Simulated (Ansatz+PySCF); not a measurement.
Results of a calculation; reference values are marked as such.
This PySCF input gave a total energy of -2559.89978 hartree.

```python
from pyscf import gto, dft

mol = gto.M(atom="""
Cu 0.000000 0.000000 0.000000
Cl 0.000000 0.000000 2.035000
Cl 0.000000 0.000000 -2.035000
""", basis='def2-svp', charge=0, spin=1)
mf = dft.UKS(mol, xc='pbe0')
mf.init_guess = 'huckel'
mf.kernel()
while True:  # follow internal instabilities
    mo, _, stable, _ = mf.stability(return_status=True)
    if stable: break
    mf.kernel(mf.make_rdm1(mo, mf.mo_occ))
print(mf.converged, mf.e_tot, mf.spin_square()[0])
```

Write an input for Ansatz with the same method and basis set.

```yaml
crystal:
  periodic: [false, false, false]
  atoms:
    - { symbol: Cu, position_ang: [0.0, 0.0, 0.0] }
    - { symbol: Cl, position_ang: [0.0, 0.0, 2.035] }
    - { symbol: Cl, position_ang: [0.0, 0.0, -2.035] }
basis:
  gaussian: { orbitals: def2-SVP }
magnetization:
  spin_polarized: true
  initial_magnetization: 1
hamiltonian:
  xc: pbe0
```

Ansatz (development build ahead of 0.2.0) gave -2559.89978 hartree, 0.11 meV from the first.
